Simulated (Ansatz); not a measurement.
C₂H₅F₃GeO, SMILES `FC(F)(F)C[O][GeH3]`, 12 atoms. The species carries charge 0 and has multiplicity 1. Correlated methods include outer-core shells of Ge, which these sets cover unevenly. Scalar relativity is left out up to krypton. All runs use 4 threads of an Intel Xeon Platinum 8488C on a shared host. Correlated methods freeze the cores.

Task: Give the basis size and wall time and peak host memory of each of these runs in Ansatz. RKS B97M-V/def2-TZVPP energy; RKS BLYP-D4/def2-TZVPP energy; RKS PBE0-D4/def2-TZVP relaxation (5 steps); RHF-CCSD(T)/def2-SVP energy; direct RPA on PBE orbitals/def2-TZVPP energy; RKS ωB97M-V/def2-QZVPP energy; RKS ωB97M-V/def2-SVP energy; RKS PBE0-D4/def2-SVP energy; RHF-MP2/def2-QZVPP energy; RKS PBE0-D4/def2-TZVP frequencies; RKS CAM-B3LYP-D4/def2-TZVPP energy; RKS PBE0-D4/def2-QZVPP energy. (An estimate is asked.)

Result: Computed: Other jobs shared the machine, so times are rough.

```tsv
level	job	functions	wall time	peak host memory (GiB)
RKS PBE0-D4/def2-SVP	energy	141	1.7 s	0.42
RKS BLYP-D4/def2-TZVPP	energy	304	2.3 s	0.49
RKS ωB97M-V/def2-SVP	energy	141	4.7 s	0.58
RKS CAM-B3LYP-D4/def2-TZVPP	energy	304	5 s	1.2
RKS B97M-V/def2-TZVPP	energy	304	8.5 s	0.59
direct RPA on PBE orbitals/def2-TZVPP	energy	304	8.5 s	0.93
RKS PBE0-D4/def2-QZVPP	energy	581	13 s	3
RHF-CCSD(T)/def2-SVP	energy	141	25 s	1.2
RKS ωB97M-V/def2-QZVPP	energy	581	25 s	3.1
RKS PBE0-D4/def2-TZVP	relaxation (5 steps)	264	29 s	0.95
RHF-MP2/def2-QZVPP	energy	581	36 s	4.9
RKS PBE0-D4/def2-TZVP	frequencies	264	4.8 min	0.97
```
